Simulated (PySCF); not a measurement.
C5H5Cl, SMILES C=C=C/C=C/Cl. Heavy atoms are numbered as in [CH2:1]=[C:2]=[CH:3]/[CH:4]=[CH:5]/[Cl:6]. Hydrogens are named by the atom that carries them.

Coordinates come from a PBE0-D3(BJ)/def2-SVP optimisation. The structure was generated by enumeration; whether it is a known compound was not checked. One conformer was computed; it need not be the lowest.

Method: PySCF with HF/pcSseg-1.

GIAO shieldings, no solvent; atoms alike by connectivity are averaged. δ = σ(ref) − σ: ¹³C against TMS (σ = 192.6 ppm); ³⁵Cl against HCl (σ = 958.2 ppm); ¹H against TMS (σ = 31.99 ppm), references at their B3LYP-D3(BJ)/def2-TZVP geometries, non-relativistic (without spin–orbit terms, shifts of atoms bonded to Cl or Br come out too high).

```
nucleus     atoms  count  δ (ppm)
-------  --------  -----  -------
¹³C            C2      1    233.7
¹³C       C5 (CH)      1    137.2
¹³C       C4 (CH)      1    134.8
¹³C       C3 (CH)      1     91.6
¹³C      C1 (CH2)      1     85.8
³⁵Cl          Cl6      1    129.9
¹H        H on C5      1     6.79
¹H        H on C4      1     6.20
¹H        H on C3      1     5.84
¹H        H on C1      2     5.70
```
